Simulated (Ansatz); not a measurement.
Reaction (formal hydrolysis of the Sn–N bond): `C=[N][SnH3]` + H₂O → `[OH][SnH3]` + `C=N`

Gas-phase electronic energies from Ansatz, PBE0-D4/def2-TZVP geometries. CCSD(T)/CBS adds triple-zeta CCSD(T) − MP2 to the extrapolated MP2 energy (def2 sets, frozen cores). This one scheme is used for every species. Functionals use def2-TZVPP. B3LYP here is the variant with VWN-RPA as its local correlation; programs differ in this. Elements past krypton have def2 core potentials. For Sn outer-core shells are correlated without core-valence functions, which leaves a few kJ/mol of doubt a bond.

| level | ΔE (kJ/mol) | difference from CCSD(T)/CBS |
| --- | --- | --- |
| LDA (SPW92) | -17.8 | 3.1 |
| PBE-D4 | -20.7 | 0.2 |
| revPBE-D4 | -19.3 | 1.6 |
| BLYP-D4 | -23.1 | -2.2 |
| B97M-V | -28.6 | -7.7 |
| B3LYP-D4 | -23.4 | -2.5 |
| ωB97M-V | -25.1 | -4.2 |
| r2SCANh | -24.9 | -4.0 |
| BHLYP | -29.6 | -8.7 |
| RPA@PBE/def2-TZVPP | -23.3 | -2.4 |
| HF/def2-SVP | -31.5 | -10.6 |
| CCSD/def2-SVP | -28.8 | -7.9 |
| HF/def2-TZVPP | -33.1 | -12.2 |
| HF/CBS(def2) | -33.6 | -12.7 |
| MP2/CBS(def2) | -17.2 | 3.7 |
| CCSD/CBS(def2) | -23.0 | -2.1 |
| CCSD(T)/CBS | -20.9 | 0 |

Largest T1 diagnostic among the species: 0.014.

At CCSD(T), def2-SVP lies −6.2 kJ/mol from the extrapolated value and def2-TZVPP −0.3 kJ/mol. The D4 term adds +5.3 kJ/mol with B3LYP and +2.9 kJ/mol with PBE0; it sums over pairs of atoms, weighted by their polarisabilities, and B3LYP, whose exchange is more repulsive, gets the larger term.
